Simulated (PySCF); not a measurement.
Compound: C₆H₁₃BS.
SMILES: `CS[C@@H]1CBCCC1`

The closed-shell ground state was solved at several levels (PySCF, density fitting, gas phase, non-relativistic). Isolated species at its PBE0-D3(BJ)/def2-SVP geometry (one conformer only).

| level | basis functions | total energy (Eh) | HOMO (eV) | LUMO (eV) | gap (eV) | dipole (D) |
| --- | --- | --- | --- | --- | --- | --- |
| mPW1PW91/pcSseg-1 | 208 | -659.4172 | -6.23 | -0.83 | 5.40 | 1.78 |
| CAM-B3LYP/def2-SVPD | 271 | -659.0537 | -7.55 | 0.23 | 7.78 | 1.77 |

Question: What might PBE0/pcSseg-1 (208 basis functions) give for the same quantities?

Answer: Total energy -658.9879 Eh, HOMO -6.20 eV, LUMO -0.84 eV, gap 5.36 eV, dipole 1.77 D.

Question: Over all these levels, which gives the widest orbital gap and which the narrowest?

Answer: CAM-B3LYP/def2-SVPD (range-separated hybrid) has the widest, 7.78 eV, and PBE0/pcSseg-1 (global hybrid, 25 % exact exchange) the narrowest, 5.36 eV. Functional and basis both differ between the two, so the spread mixes both effects.

Question: How far do the dipole and the HOMO energy spread over the levels?

Answer: The dipole runs from 1.77 to 1.78 D (mean 1.77 D) and the HOMO from -7.55 to -6.20 eV.
